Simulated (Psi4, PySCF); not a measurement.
Input for Psi4:
```
memory 2 GB

molecule {
1 2
  C    -0.06357162   -1.13644082    0.44125941
  C    -1.15680579   -0.37198786    0.11693738
  C    -0.66289635    0.87577033   -0.35727821
  N     0.68645322    0.84847991   -0.31398155
  C     1.08891418   -0.34919756    0.16241899
  H    -0.05172893   -2.13645287    0.83118679
  H    -2.19353832   -0.63877508    0.19579139
  H    -1.22005152    1.73058867   -0.70383313
  H     1.29945642    1.60617307   -0.59436729
  H     2.12684727   -0.60975777    0.28906760
}

set basis 6-31g*
set reference uks
set scf_type pk
set puream true
set d_convergence 1e-8
set dft_radial_points 99
set dft_spherical_points 590

energy('pbe')
print_variables()
```

### Question
Convert this to an input for PySCF.

### Answer
This is not unique; one that fits is 
```python
from pyscf import gto, scf, dft

mol = gto.Mole()
mol.atom = '''
    C    -0.063572   -1.136441    0.441259
    C    -1.156806   -0.371988    0.116937
    C    -0.662896    0.875770   -0.357278
    N     0.686453    0.848480   -0.313982
    C     1.088914   -0.349198    0.162419
    H    -0.051729   -2.136453    0.831187
    H    -2.193538   -0.638775    0.195791
    H    -1.220052    1.730589   -0.703833
    H     1.299456    1.606173   -0.594367
    H     2.126847   -0.609758    0.289068
'''
mol.basis = '6-31g*'
mol.charge = 1
mol.spin = 1
mol.verbose = 4
mol.build()

mf = dft.UKS(mol)
mf.xc = 'pbe'
mf.grids.atom_grid = (99, 590)
mf.grids.prune = None
mf.kernel()
```

Both were run: Psi4 gave -209.604917 Eh and PySCF -209.604918 Eh, 0.000 mEh apart.
